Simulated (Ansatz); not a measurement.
Reaction (redistribution): `N[SiH]([AlH2])[SiH3]` + `[Cl][Al]([Cl])[Cl]` → `[AlH2][SiH]([SiH3])Cl` + `[NH2][Al]([Cl])[Cl]`

Isolated molecules relaxed with PBE0-D4/def2-TZVP in Ansatz; ΔE leaves out vibrations. CCSD(T)/CBS adds triple-zeta CCSD(T) − MP2 to the extrapolated MP2 energy (def2 sets, frozen cores). This one scheme is used for every species. Functionals use def2-TZVPP. B3LYP here is the variant with VWN-RPA as its local correlation; programs differ in this. One conformer a species, not always the lowest.

| level | ΔE (kJ/mol) |
| --- | --- |
| B3LYP-D4 | -8.5 |
| ωB97X-V | -7.8 |
| r2SCAN | -6.6 |
| CCSD/def2-TZVPP | -7.0 |

(1) What does CCSD(T)/CBS give? (Best estimate.)

Largest T1 diagnostic among the species: 0.013.

Results:

(1) The calculation gave: -7.2 kJ/mol. The listed levels differ from it by -1.3, -0.6, 0.6, 0.2 kJ/mol.
